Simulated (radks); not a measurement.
Values are calculated unless marked as measured or tabulated.
Task: The mean radii <r> (bohr) of the occupied orbitals of an atom or ion are listed with their occupations. Code: a radial shooting solver on a logarithmic mesh with Libxc functionals. Model: Dirac Kohn-Sham, PBE, spin-unpolarised, spherical densities, finite nucleus; Fermi nuclear charge, rms radius of each element as measured or else 0.836 A^(1/3) + 0.57 fm.

| orbital | occ. | <r> |
|---|---|---|
| 1s1/2 | 2 | 0.01715 |
| 2s1/2 | 2 | 0.07172 |
| 2p1/2 | 2 | 0.05908 |
| 2p3/2 | 4 | 0.06751 |
| 3s1/2 | 2 | 0.1861 |
| 3p1/2 | 2 | 0.1763 |
| 3p3/2 | 4 | 0.1916 |
| 3d3/2 | 4 | 0.1670 |
| 3d5/2 | 6 | 0.1717 |
| 4s1/2 | 2 | 0.3978 |
| 4p1/2 | 2 | 0.3973 |
| 4p3/2 | 4 | 0.4244 |
| 4d3/2 | 4 | 0.4209 |
| 4d5/2 | 6 | 0.4289 |
| 4f5/2 | 4 | 0.4100 |

Name the element and its charge. Open shells, if any, fill j = l - 1/2 first.

Result: Z = 78, platinum, charge +28: Pt28+ in [Kr] 4d10 4f4. The 1s radius gives Z: for a bare nucleus <r> = (2 gamma + 1)/(2Z) with gamma = sqrt(1 - (Z/c)^2), 0.01695 bohr for Z = 78, and screening makes it slightly larger (0.01715 here). The occupations add up to 50, and the charge is Z minus that.
